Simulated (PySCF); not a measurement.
Species: C2H4BBrO2.
Atom-mapped SMILES: `[Br:1][B:2]1[O:3][CH2:4][CH2:5][O:6]1` (hydrogens: H7, H8 on C4; H9, H10 on C5)

Computed with PBE0-D3(BJ)/def2-SVP geometry optimisation, gas phase (PySCF 2.14.0).

Question: List the bond lengths, angles and torsions at this level.

Answer: 
```
                  bond  length (Å)   order
                Br1–B2       1.905  single
          B2–O3, B2–O6       1.357  single
          O3–C4, C5–O6       1.422  single
                 C4–C5       1.543  single
C4–H7 and 3 like bonds       1.101  single
```

Bonds in one row agree within 0.01 Å and their mean is given. Orders are formal, as drawn. A selection of angles:
```
    angle  degrees
Br1–B2–O3    122.7
 O3–B2–O6    114.6
 B2–O3–C4    107.3
 O3–C4–C5    104.8
 O3–C4–H7    109.0
 C5–C4–H7    112.4
 C5–C4–H8    112.8
 H7–C4–H8    108.2
```

Dihedral angles: Br1–B2–O3–C4 177° (antiperiplanar); B2–O3–C4–C5 8° (synperiplanar); O3–C4–C5–O6 -10° (synperiplanar); C4–C5–O6–B2 9° (synperiplanar); Br1–B2–O6–C5 176° (antiperiplanar). The mirror-image conformer, all signs reversed, is as good.

The 5-membered ring B2–O3–C4–C5–O6 has internal angles of 104.8° to 114.6°; it is slightly puckered (a soft mode that the optimisation may not have finished), 0.04 Å rms from its mean plane, widest ring torsion 10°. B2 (three-coordinate boron) is planar (angles 122.7°, 122.7° and 114.6°, sum 360.0°, 0.00 Å off the plane of its three neighbours).

Not checked by PBE0-D3(BJ)/def2-SVP frequencies.
